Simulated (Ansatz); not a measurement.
Coupled-cluster run, CH3Cl2OSb, SMILES `C[O][Sb]([Cl])[Cl]`.

```yaml
crystal:
  periodic: [false, false, false]
  atoms:
    - {symbol: C, position_ang: [-0.827990, -0.744206, -0.130617]}
    - {symbol: O, position_ang: [0.433939, -0.928491, 0.485057]}
    - {symbol: Sb, position_ang: [1.786141, 0.434818, 0.624587]}
    - {symbol: Cl, position_ang: [0.425346, 2.166495, 1.447677]}
    - {symbol: Cl, position_ang: [1.767162, 1.149319, -1.615236]}
    - {symbol: H, position_ang: [-0.720092, -0.488486, -1.188735]}
    - {symbol: H, position_ang: [-1.369427, -1.688152, -0.046540]}
    - {symbol: H, position_ang: [-1.402879, 0.041604, 0.368107]}
basis:
  gaussian: {orbitals: def2-SVP}
correlation: {method: ccsd_t}
```

```sh
$ ansatz run in.yaml --threads 4 --pin off --events-out ev --progress --plain --max-ram 10444MiB
```

Output of Ansatz, abridged:

```
Functional definition: HF
1085 factors; integrals over basis functions are off by at most 1.5e-3 eV
mean field evaluation 1: about -34621.4644 eV, gradient 3.3e1 eV
mean field evaluation 2: about -34621.6389 eV, gradient 3.4e1 eV
mean field evaluation 4: about -34624.4549 eV, gradient 3.5e0 eV
mean field evaluation 8: about -34624.5071 eV, gradient 9.2e-2 eV
mean field -34624.50717821 eV, -1272.4271694654 hartree, gradient 2.6e-6 eV, S^2 0.000000; 0 other end points of the search recorded, 0 dependent functions left out
16 core orbitals not correlated: weight in the atoms' cores, before any rotation towards them, 1.000 or more for the frozen orbitals, at most 0.000 for the correlated occupied ones
reference -34624.50717821 eV, -1272.4271694654 hartree; 21, 21 occupied and 68, 68 virtual orbitals, 1085 factors
second order -19.09948538 eV of doubles, -0.00000000 eV of singles
cycle   1  -19.76540603 eV  change   -6.7e-1 eV  update   1.1e-1
cycle   2  -20.22979735 eV  change   -4.6e-1 eV  update   3.4e-2
cycle   3  -20.36264740 eV  change   -1.3e-1 eV  update   2.0e-2
cycle   4  -20.36124978 eV  change    1.4e-3 eV  update   5.3e-3
cycle   5  -20.35772255 eV  change    3.5e-3 eV  update   2.6e-3
cycle   6  -20.35805322 eV  change   -3.3e-4 eV  update   9.4e-4
cycle   7  -20.35768764 eV  change    3.7e-4 eV  update   3.4e-4
cycle   8  -20.35767941 eV  change    8.2e-6 eV  update   1.0e-4
cycle   9  -20.35771167 eV  change   -3.2e-5 eV  update   3.3e-5
perturbative correction -0.54468784 eV, -0.0200169088 hartree
Total energy: -34645.40957772 eV, -1273.1953184791 hartree
```

Hardware: 4 threads of an Arm Neoverse V1 on a shared host. Wall time 7 s, peak host memory 0.51 GiB.

Correlation energy per correlated electron: -0.498 eV. T1 diagnostic: 0.0118.
